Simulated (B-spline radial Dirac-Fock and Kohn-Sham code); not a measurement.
## Relativistic shifts of the levels of Ta¹⁷⁺

System: Ta¹⁷⁺ in the configuration 1s2 2s2 2p6 3s2 3p6 3d10 4s2 4p6 4d10 4f10.

Both columns are ΔSCF binding energies of the configuration average from an atomic code on a B-spline grid: non-relativistic Hartree-Fock with a point nucleus, and Dirac-Fock with a finite nucleus and the Coulomb interaction alone, averaged over the two j levels with weights 2j+1.

| shell | Hartree-Fock (eV) | Dirac-Fock (eV) | shift (eV) | shift (%) |
| --- | --- | --- | --- | --- |
| 1s | 62836.1 | 68171.3 | +5335.19 | +8.49 |
| 2s | 10739.5 | 12152.8 | +1413.30 | +13.16 |
| 2p | 10283.8 | 10754.4 | +470.63 | +4.58 |
| 3s | 2794.0 | 3143.9 | +349.88 | +12.52 |
| 3p | 2583.6 | 2715.9 | +132.31 | +5.12 |
| 3d | 2195.9 | 2182.4 | -13.54 | -0.62 |
| 4s | 885.7 | 976.9 | +91.17 | +10.29 |
| 4p | 796.3 | 831.1 | +34.73 | +4.36 |
| 4d | 633.6 | 633.0 | -0.67 | -0.11 |
| 4f | 424.5 | 417.8 | -6.65 | -1.57 |

Relativity binds 1s, 2s, 2p, 3s, 3p, 4s, 4p more strongly, among those listed most of all 2s in relative terms, and 3d, 4d, 4f more weakly, because the contracted s and p shells screen the nucleus better.

Values without a named source are computed, but for edge energies of neutral atoms, which are taken from tables.
